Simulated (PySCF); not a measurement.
**Exercise with solution: entropy of an ideal gas**

C4H2BrF, SMILES C(/C(=C\F)Br)#C.

Geometry optimised at PBE0-D3(BJ)/def2-SVP. The structure was generated by enumeration; whether it is a known compound was not checked.

PBE0-D3(BJ)/def2-SVP run with PySCF 2.14.0 gives the harmonic wavenumbers 129, 214, 232, 286, 379, 451, 593, 668, 724, 779, 872, 1047, 1237, 1355, 1729, 2236, 3247, 3488 cm⁻¹ and the rotational temperatures 0.1651, 0.0708, 0.0495 K. The molar mass is 148.96 g/mol, the symmetry number 1, the spin multiplicity 1.

**Question.** Work out the entropy at 298.15 K and 1 atm in the rigid-rotor, harmonic-oscillator model.

**Answer.** 
Translation (Sackur–Tetrode at 1 atm): S = R[1.5 ln M + 2.5 ln T − 1.16487] = 171.2 J/(mol K).
Rotation: q = (√π/σ) T^1.5/√(θA θB θC) = 379000, S = R[ln q + 3/2] = 119.3 J/(mol K).
Vibration: with u = 1.4388 ν/T, each mode gives R[u/(e^u − 1) − ln(1 − e^−u)]:
```tsv
ν (cm⁻¹)	modes	u	S (J/(mol K))
129	1	0.62	12.39
214	1	1.03	8.41
232	1	1.12	7.80
286	1	1.38	6.27
379	1	1.83	4.36
451	1	2.18	3.32
593	1	2.86	1.93
668	1	3.22	1.45
724	1	3.49	1.17
779	1	3.76	0.94
872	1	4.21	0.65
1047	1	5.05	0.32
1237	1	5.97	0.15
1355	1	6.54	0.09
1729	1	8.34	0.02
```
The stiffer modes add less than 0.005 each. Sum 49.3 J/(mol K).
Spin: R ln 1 = 0.0 J/(mol K).
Total 339.7 J/(mol K); the program's own thermochemistry gives 339.7. Translation makes up 50 % and vibration 15 %. Anharmonicity, hindered rotation and orbital degeneracy are left out.
